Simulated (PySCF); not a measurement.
Isomers of C5H16Si2, mass 132.079 u with the commonest isotopes. The calculation used PBE0/pcSseg-1 in PySCF (dipole) on a GFN2-xTB geometry, gas phase. One conformer each, none proved a minimum here; rigid rotors.

Question: Order these by radius of gyration √(Σ m r²/M), smallest first.
A. `[CH3:1][CH2:2][C@@H:3]([SiH3:4])[CH2:5][SiH2:6][CH3:7]` with C1–C2–C3–Si4 -62°, C2–C3–C5–Si6 58°, C3–C5–Si6–C7 48°
B. `[CH3:1][CH2:2][CH2:3][SiH2:4][SiH:5]([CH3:6])[CH3:7]` with C1–C2–C3–Si4 179°, C2–C3–Si4–Si5 -65°, C3–Si4–Si5–C6 -70°
C. `[CH3:1][C:2]([CH3:3])([CH3:4])[SiH2:5][CH2:6][SiH3:7]` with C2–Si5–C6–Si7 180°
D. `[CH3:1][SiH2:2][CH2:3][C:4]([CH3:5])([CH3:6])[SiH3:7]` with C1–Si2–C3–C4 176°, Si2–C3–C4–C5 54°
E. `[CH3:1][CH2:2][CH2:3][CH2:4][CH:5]([SiH3:6])[SiH3:7]` with C1–C2–C3–C4 178°, C2–C3–C4–C5 -176°, C3–C4–C5–Si6 169°

Answer: D (2.246 Å), A (2.290 Å), C (2.400 Å), B (2.462 Å), E (2.553 Å).

Question: Order these by rotational constant A, smallest first.
A. `[CH3:1][CH2:2][C@@H:3]([SiH3:4])[CH2:5][SiH2:6][CH3:7]` with C1–C2–C3–Si4 -62°, C2–C3–C5–Si6 58°, C3–C5–Si6–C7 48°
B. `[CH3:1][CH2:2][CH2:3][CH2:4][CH:5]([SiH3:6])[SiH3:7]` with C1–C2–C3–C4 178°, C2–C3–C4–C5 -176°, C3–C4–C5–Si6 169°
C. `[CH3:1][C:2]([CH3:3])([SiH3:4])[CH2:5][CH2:6][SiH3:7]` with C1–C2–C5–C6 60°, C2–C5–C6–Si7 180°
D. `[CH3:1][CH2:2][CH2:3][SiH2:4][SiH:5]([CH3:6])[CH3:7]` with C1–C2–C3–Si4 179°, C2–C3–Si4–Si5 -65°, C3–Si4–Si5–C6 -70°
E. `[CH3:1][SiH2:2][CH2:3][C:4]([CH3:5])([CH3:6])[SiH3:7]` with C1–Si2–C3–C4 176°, Si2–C3–C4–C5 54°
F. `[CH3:1][C:2]([CH3:3])([CH3:4])[SiH2:5][CH2:6][SiH3:7]` with C2–Si5–C6–Si7 180°

Answer: A (2376 MHz), E (2587 MHz), B (2689 MHz), D (2754 MHz), C (3020 MHz), F (3577 MHz).

Question: Order these by rotational constant C, largest first.
A. `[CH3:1][CH2:2][CH2:3][CH2:4][CH:5]([SiH3:6])[SiH3:7]` with C1–C2–C3–C4 178°, C2–C3–C4–C5 -176°, C3–C4–C5–Si6 169°
B. `[CH3:1][C:2]([CH3:3])([CH3:4])[SiH2:5][CH2:6][SiH3:7]` with C2–Si5–C6–Si7 180°
C. `[CH3:1][CH2:2][C@@H:3]([SiH3:4])[CH2:5][SiH2:6][CH3:7]` with C1–C2–C3–Si4 -62°, C2–C3–C5–Si6 58°, C3–C5–Si6–C7 48°
D. `[CH3:1][SiH2:2][CH2:3][C:4]([CH3:5])([CH3:6])[SiH3:7]` with C1–Si2–C3–C4 176°, Si2–C3–C4–C5 54°
E. `[CH3:1][CH2:2][CH2:3][SiH2:4][SiH:5]([CH3:6])[CH3:7]` with C1–C2–C3–Si4 179°, C2–C3–Si4–Si5 -65°, C3–Si4–Si5–C6 -70°

Answer: D (852.8 MHz), C (804.9 MHz), B (723.0 MHz), E (687.4 MHz), A (601.4 MHz).

```json
{"SMILES": "CCC[SiH2][SiH](C)C", "point group": "C1", "Ia (u·Å²)": "183.51", "Ib (u·Å²)": "682.32", "Ic (u·Å²)": "735.20", "κ": "-0.95", "μa (D)": "0.06", "μb (D)": "0.46", "μc (D)": "0.12"}
{"SMILES": "CCCCC([SiH3])[SiH3]", "point group": "C1", "Ia (u·Å²)": "187.96", "Ib (u·Å²)": "693.30", "Ic (u·Å²)": "840.28", "κ": "-0.88", "μa (D)": "0.86", "μb (D)": "0.30", "μc (D)": "0.27"}
{"SMILES": "CC(C)(C)[SiH2]C[SiH3]", "point group": "Cs", "Ia (u·Å²)": "141.30", "Ib (u·Å²)": "681.17", "Ic (u·Å²)": "699.04", "κ": "-0.99", "μa (D)": "0.70", "μb (D)": "0.77", "μc (D)": "0.00"}
{"SMILES": "CC[C@@H]([SiH3])C[SiH2]C", "point group": "C1", "Ia (u·Å²)": "212.70", "Ib (u·Å²)": "545.19", "Ic (u·Å²)": "627.86", "κ": "-0.84", "μa (D)": "0.25", "μb (D)": "0.10", "μc (D)": "0.54"}
{"SMILES": "CC(C)([SiH3])CC[SiH3]", "point group": "Cs", "Ia (u·Å²)": "167.36", "Ib (u·Å²)": "667.38", "Ic (u·Å²)": "711.16", "κ": "-0.96", "μa (D)": "0.12", "μb (D)": "0.77", "μc (D)": "0.00"}
{"SMILES": "C[SiH2]CC(C)(C)[SiH3]", "point group": "C1", "Ia (u·Å²)": "195.38", "Ib (u·Å²)": "544.19", "Ic (u·Å²)": "592.61", "κ": "-0.91", "μa (D)": "0.17", "μb (D)": "0.81", "μc (D)": "0.40"}
```
